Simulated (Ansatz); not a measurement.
Cost and result for the atomization energy of `[SiH3]BB1CC1` (13 atoms, 13 bonds).

Cartesian coordinates in Å:
```
Si -0.571 -2.033 -0.957
B 0.693 -0.466 -1.104
B 0.461 0.637 -0.006
C 0.625 1.158 1.458
C -0.339 1.854 0.561
H -1.539 -1.920 0.170
H -1.358 -2.164 -2.217
H 0.204 -3.292 -0.762
H 1.499 -0.491 -1.985
H 1.564 1.648 1.697
H 0.244 0.525 2.252
H -0.079 2.833 0.171
H -1.403 1.712 0.720
```

Total charge 0; spin multiplicity 1. Geometry: relaxed with PBE0-D4/def2-TZVP. It is one conformer, not always the lowest. Program: Ansatz. All runs use 4 threads of an Arm Neoverse V2 on a shared host. Times are those of one run each, without the atoms' runs, and a repeat can differ threefold. Electronic energies, without spin–orbit coupling; frozen cores. CCSD(T)/CBS adds CCSD(T) − MP2 in def2-TZVPP to the MP2 limit, and its time is that of the two runs behind it. T1 = 0.016. B3LYP takes the VWN-RPA correlation (the form of Gaussian; ORCA's B3LYP/G).

CCSD(T)/CBS is a level of theory with its own doubt, some kJ/mol a heavy atom from the limit and from the frozen cores, so smaller differences don't rank the functionals.

```tsv
level	functions	wall time
PBE-D4/def2-TZVPP (with forces)	278	2.8 s
PBE0-D4/def2-TZVPP	278	3 s
r2SCAN-D4/def2-TZVPP (with forces)	278	4.9 s
B3LYP-D4/def2-TZVPP (with forces)	278	5 s
B2PLYP/def2-TZVPP	278	6 s
ωB97X-V/def2-TZVPP	278	8 s
ωB97M-V/def2-TZVPP (with forces)	278	12 s
MP2/def2-QZVPP	538	28 s
CCSD(T)/def2-TZVPP	278	2.7 min
CCSD(T)/CBS(def2)	–	3.2 min
```

(1) What atomization energy does each give, and how far from CCSD(T)/CBS? (An estimate is asked.)

Answers

(1) Computed: 
```json
{"level": "PBE-D4/def2-TZVPP (with forces)", "atomization (kcal/mol)": "1137.6", "difference from CCSD(T)/CBS": "28.6", "per bond": "2.2"}
{"level": "PBE0-D4/def2-TZVPP", "atomization (kcal/mol)": "1126.7", "difference from CCSD(T)/CBS": "17.7", "per bond": "1.4"}
{"level": "r2SCAN-D4/def2-TZVPP (with forces)", "atomization (kcal/mol)": "1129.0", "difference from CCSD(T)/CBS": "20.0", "per bond": "1.5"}
{"level": "B3LYP-D4/def2-TZVPP (with forces)", "atomization (kcal/mol)": "1121.2", "difference from CCSD(T)/CBS": "12.2", "per bond": "0.9"}
{"level": "B2PLYP/def2-TZVPP", "atomization (kcal/mol)": "1106.2", "difference from CCSD(T)/CBS": "-2.8", "per bond": "-0.2"}
{"level": "ωB97X-V/def2-TZVPP", "atomization (kcal/mol)": "1121.2", "difference from CCSD(T)/CBS": "12.2", "per bond": "0.9"}
{"level": "ωB97M-V/def2-TZVPP (with forces)", "atomization (kcal/mol)": "1120.4", "difference from CCSD(T)/CBS": "11.4", "per bond": "0.9"}
{"level": "MP2/def2-QZVPP", "atomization (kcal/mol)": "1109.8", "difference from CCSD(T)/CBS": "0.8", "per bond": "0.1"}
{"level": "CCSD(T)/def2-TZVPP", "atomization (kcal/mol)": "1085.3", "difference from CCSD(T)/CBS": "-23.7", "per bond": "-1.8"}
{"level": "CCSD(T)/CBS(def2)", "atomization (kcal/mol)": "1109.0", "difference from CCSD(T)/CBS": "0.0", "per bond": "0.0"}
```

The D4 term adds +9.2 kcal/mol with B3LYP and +4.9 kcal/mol with PBE0; it sums over pairs of atoms, weighted by their polarisabilities, and B3LYP, whose exchange is more repulsive, gets the larger term. In def2-TZVPP, CCSD(T) changes the Hartree–Fock value by +228.6 kcal/mol (the triples alone add +13.2 kcal/mol) and MP2 by +239.1 kcal/mol; breaking electron pairs costs correlation energy, which Hartree–Fock lacks. From PBE to PBE0 (25 % exact exchange), in def2-TZVPP and without D4, the atomization energy moves by −10.1 kcal/mol: exact exchange takes away binding that semilocal exchange gives to molecules.
